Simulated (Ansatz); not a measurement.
Species: C4H10B, net charge 0, doublet state. It need not be the lowest isomer of its formula. 
Coordinates optimised at B3LYP-D3(BJ)/def2-TZVP (Ansatz, a first-principles code):
SMILES: [CH2]B(C)CC
```xyz
15

C     -1.6792    -1.2613    -0.1205
B     -0.5835    -0.1810    -0.1108
C     -0.8994     1.2790    -0.6005
C      0.8523    -0.5878     0.4045
C      1.9504     0.4769     0.4035
H     -1.5083    -2.2831     0.2090
H     -2.6948    -1.0735    -0.4574
H     -0.2322     1.5587    -1.4245
H     -0.6810     2.0049     0.1917
H     -1.9276     1.4363    -0.9296
H      1.1780    -1.4605    -0.1801
H      0.7312    -0.9973     1.4183
H      2.1321     0.8602    -0.6030
H      1.6773     1.3313     1.0267
H      2.8980     0.0866     0.7807
```
Charge 0, spin multiplicity 2.

Total electronic energies in hartree. Correlated levels leave the core frozen unless marked. UHF or UKS for open shells. Spin-orbit coupling is left out. Non-relativistic unless marked X2C. CBS(X,Y): correlation extrapolated as X^-3; Hartree-Fock from the larger set. [CCSD(T)-MP2]/basis is that difference in the basis named.

```json
[
 {"level": "HF/6-31G", "program": "Ansatz", "energy (Eh)": "-181.88887"},
 {"level": "PBE-D3(BJ)/def2-TZVPD", "program": "Ansatz + dftd3", "energy (Eh)": "-183.04755"},
 {"level": "BLYP/def2-TZVPD", "program": "Ansatz", "energy (Eh)": "-183.20056"},
 {"level": "revPBE-D3(BJ)/def2-TZVPD", "program": "Ansatz + dftd3", "energy (Eh)": "-183.28355"},
 {"level": "r2SCAN-D3(BJ)/def2-TZVPD", "program": "Ansatz + dftd3", "energy (Eh)": "-183.20107"},
 {"level": "B3LYP-D4/def2-TZVPD", "program": "Ansatz + dftd4", "energy (Eh)": "-183.34920"},
 {"level": "PBE0/def2-TZVPD", "program": "Ansatz", "energy (Eh)": "-183.07980"},
 {"level": "PBE0/def2-QZVPP", "program": "Ansatz", "energy (Eh)": "-183.09330"},
 {"level": "LC-wPBE/def2-TZVPD", "program": "Ansatz", "energy (Eh)": "-183.19872"},
 {"level": "B2GP-PLYP-D4/def2-TZVPD", "program": "Ansatz + dftd4", "energy (Eh)": "-183.08932"},
 {"level": "B2PLYP-D4/def2-TZVPD", "program": "Ansatz + dftd4", "energy (Eh)": "-183.13101"},
 {"level": "B2PLYP/def2-TZVPD", "program": "Ansatz", "energy (Eh)": "-183.12409"},
 {"level": "MP2/6-31G*", "program": "Ansatz", "energy (Eh)": "-182.52488"},
 {"level": "MP2/cc-pVTZ", "program": "Ansatz", "energy (Eh)": "-182.79410"},
 {"level": "MP2/cc-pVQZ", "program": "Ansatz", "energy (Eh)": "-182.85369"},
 {"level": "SCS-MP2/cc-pwCVTZ", "program": "Ansatz", "energy (Eh)": "-182.81623"},
 {"level": "CCSD(T)/6-31G", "program": "Ansatz", "energy (Eh)": "-182.35341"},
 {"level": "CCSD(T)/cc-pVTZ", "program": "Ansatz", "energy (Eh)": "-182.88833"},
 {"level": "X2C-CCSD(T)/cc-pVTZ-DK", "program": "Ansatz", "energy (Eh)": "-182.95367"},
 {"level": "CCSD(T) with core electrons/cc-pwCVTZ", "program": "Ansatz", "energy (Eh)": "-183.13780"},
 {"level": "RI-MP2/CBS(cc-pVTZ,cc-pVQZ)+[CCSD(T)-MP2]/cc-pVDZ", "program": "Ansatz", "energy (Eh)": "-182.9825"},
 {"level": "RI-MP2/CBS(cc-pVTZ,cc-pVQZ)+[CCSD(T)-MP2]/cc-pVQZ", "program": "Ansatz", "energy (Eh)": "-182.9761"},
 {"level": "CCSD(T)/CBS(cc-pVTZ,cc-pVQZ)", "program": "Ansatz", "energy (Eh)": "-182.9715"}
]
```

Totals of different functionals don't rank their quality; only differences between species are comparable.
